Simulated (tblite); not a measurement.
Species: C₄H₁₁NOSi₂.
Numbering: `[CH3:1][C:2](=[O:3])[NH:4][SiH:5]1[CH2:6][SiH2:7][CH2:8]1` (hydrogens: H9, H10, H11 on C1; H12 on N4; H13 on Si5; H14, H15 on C6; H16, H17 on Si7; H18, H19 on C8)

Computed geometry: GFN2-xTB, gas phase.

(1) Give the optimised bond lengths and angles.

Results:

(1) 
```tsv
bond	length (bohr)
C1–C2	2.848
C2=O3	2.300
C2–N4	2.537
N4–Si5	3.326
Si5–C6, Si5–C8	3.617
C6–Si7, Si7–C8	3.621
C1–H9, C1–H10, C1–H11	2.055
N4–H12	1.901
Si5–H13	2.755
C6–H14, C8–H18	2.052
C6–H15, C8–H19	2.051
Si7–H16	2.772
Si7–H17	2.767
```

Bonds in one row agree within 0.02 bohr and their mean is given. A selection of angles:
```tsv
angle	degrees
C2–C1–H9	110.1
H9–C1–H10	108.5
C1–C2–O3	124.1
C1–C2–N4	117.8
O3–C2–N4	118.1
C2–N4–Si5	111.4
C2–N4–H12	120.7
Si5–N4–H12	127.9
N4–Si5–C6	106.9
N4–Si5–C8	113.0
N4–Si5–H13	108.5
C6–Si5–C8	88.1
C6–Si5–H13	116.4
C8–Si5–H13	122.0
Si5–C6–Si7	91.7
Si5–C6–H14	117.3
Si5–C6–H15	112.1
Si7–C6–H14	115.8
Si7–C6–H15	113.1
H14–C6–H15	106.5
C6–Si7–C8	88.0
C6–Si7–H16	113.8
C6–Si7–H17	115.1
H16–Si7–H17	109.6
Si5–C8–H18	115.5
Si5–C8–H19	113.3
H18–C8–H19	106.4
```

Dihedral angles: C1–C2–N4–Si5 180° (antiperiplanar); C2–N4–Si5–C6 170° (antiperiplanar); N4–Si5–C6–Si7 -109° (anticlinal); Si5–C6–Si7–C8 -5° (synperiplanar); C6–Si7–C8–Si5 5° (synperiplanar); N4–Si5–C8–Si7 103° (anticlinal). The mirror-image conformer, all signs reversed, is as good.

The 4-membered ring Si5–C6–Si7–C8 has internal angles of 88.0° to 91.8° (sum 360°, against 360° for a flat polygon); it is slightly puckered (a soft mode that the optimisation may not have finished), 0.04 Å rms from its mean plane, widest ring torsion 5°. Si7 (SiH2 silicon) has angles from 88.0° to 115.1°. N4 (amide nitrogen) is planar (angles 127.9°, 120.7° and 111.4°, sum 360.0°, 0.00 Å off the plane of its three neighbours). Si5 (SiH silicon) has angles from 88.1° to 122.0°. Of the pairs four or more bonds apart, O3···H13 is among the closest relative to their van der Waals radii: 2.76 Å, 102 % of the sum of Bondi's values.

Point group: C1 (no symmetry element, even within 0.4 Å). Its GFN2-xTB frequencies are all real (lowest 38 cm⁻¹). One conformer, not necessarily the lowest. 3 starts were optimised and ended at 0.00, 0.01 and 0.90 kcal/mol (GFN2-xTB); the lowest of these is shown.

Hardware: one thread, AMD EPYC 9R45 (x86_64), shared host with 96 logical CPUs at a one-minute load of 48. Cost: 0.95 s. These figures are those of the optimisation.
